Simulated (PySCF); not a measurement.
In(Br)(OMe)(NH2) (CH₅BrInNO), SMILES [In]([NH2])([Br])[O]C.

The structure is a stationary point at B3LYP-D3(BJ)/def2-SVP. The def2 effective core potentials stand for the cores of In; spin–orbit coupling is left out. The values are those of a single conformer.

Vertical ionisation energy (IE) and electron affinity (EA) in eV. Rows of orbital energies are one-electron estimates. Where ΔSCF, EOM or ADC give a negative EA the extra electron is unbound and the value depends on the basis.

| level | IE | EA |
|---|---|---|
| −ε(HOMO), −ε(LUMO), ωB97X/def2-TZVP (PySCF) | 10.08 | 0.11 |
| −ε(HOMO), −ε(LUMO), PBE/def2-TZVP (PySCF) | 6.16 | 2.90 |
